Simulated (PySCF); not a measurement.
Correlation energy of Ir (iridium, neutral)

[Xe] 4f14 5d6 6s2 6p1, one real determinant (an excited configuration). Calculation: PySCF 2.14, in aug-cc-pwCVDZ-PP with ECP60MDF (6s6p5d3f, 70 functions); scalar relativity through the core potential. Frozen: 5s2 5p6; 9 electrons correlated.

| level | correlation energy (mhartree) |
| --- | --- |
| CCSD | -198.45 |
| (T) | -15.19 |
| CCSD(T) | -213.64 |

Diagnostics: T1 = 0.023, D1 = 0.0841, largest double amplitude 0.217.

The real determinant used has ⟨L²⟩ near 8 against 12 for a pure F term, so it mixes terms. Spin-orbit coupling, absent here, splits the open shell strongly. A double-excitation amplitude exceeds 0.15, a sign of near-degeneracy.

Cost of the coupled-cluster step: roughly 50 core-seconds, for 9 correlated electrons.

The reference is one real determinant that mixes LS terms of this configuration.
